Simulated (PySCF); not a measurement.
**Dipole moment and polarisability of MgMe(vinyl)**

Species: MgMe(vinyl), C₃H₆Mg.
Structure used (PBE0-D3(BJ)/def2-SVP), in Å, numbered top down from 1:
```
atom  x, y, z in Å
Mg1   -0.0877   -0.3538    0.4225
C2    -0.0810   -0.3098    2.5149
H3    -0.7389    0.4801    2.9173
H4     0.9265   -0.1239    2.9259
H5    -0.4297   -1.2639    2.9471
C6    -0.0898   -0.3669   -1.6656
C7     0.1892    0.7359   -2.3831
H8    -0.3172   -1.2554   -2.2767
H9     0.4359    1.7019   -1.9187
H10    0.1926    0.7557   -3.4835
```

Level: PBE0/def2-SVPD (PySCF), static field, nuclei fixed, core orbitals frozen in the response. The polarisability tensor in these axes (au):

```
x   51.97  2.68 -2.19
y    2.68 61.85 -8.54
z   -2.19 -8.54 85.63
```

Q: What are the eigenvalues, a third of the trace, and Δα (Δα² = ½Σ(αi − αj)² over the three pairs)?

A: Principal values 51.29, 59.55 and 88.61 au; mean 66.48 au = 9.85 Å³ = 10.96 × 10⁻⁴⁰ C²·m²/J; Δα = 33.96 au (51 % of the mean).

Q: What is the dipole moment, and where does it point?

A: (-0.05, -0.21, 0.15) D, 0.26 D in size, pointing from the negative to the positive side. Measured along this direction, the outermost atoms are H10 and H9 at the negative end and H5 at the positive end.

Q: Sum over states: ᾱ = Σ f/ω², ω in Eh. What share falls to these 10 lowest TDDFT singlets (eV, f)? 4.90, 0.0005; 5.25, 0.0293; 5.42, 0.2911; 5.76, 0.0320; 6.00, 0.0310; 6.11, 0.0006; 6.19, 0.0018; 6.20, 0.1030; 6.35, 0.0416; 6.51, 0.1118.

A: They add up to 14.24 au, 21.4 % of the 66.48 au; the largest single term is 7.33 au, from the state at 5.42 eV. Terms in order: 0.02, 0.79, 7.33, 0.71, 0.64, 0.01, 0.03, 1.98, 0.77, 1.96 au. Higher excitations give the rest. The strengths listed sum to 0.643.

Q: What depolarisation ratio follows for Rayleigh scattering of linearly polarised light, taking the static tensor?

A: ρ = 3Δα²/(45ᾱ² + 4Δα²) = 3459.4/(198901 + 4612.6) = 0.017.

Q: Traceless (Buckingham) quadrupole moment about the centre of nuclear charge: eigenvalues?

A: -10.09, 3.06, 7.03 D·Å. The values depend on the origin, since the dipole doesn't vanish. The electronic extent ⟨r²⟩ about the same centre is 617 bohr², a root-mean-square distance of 2.19 Å for the 36 electrons.

Isolated species at its PBE0-D3(BJ)/def2-SVP geometry (one conformer only).

These values come from a run that also computed excited states. On x86-64 server, one thread, no GPU (shared host), this took 9.0 s.
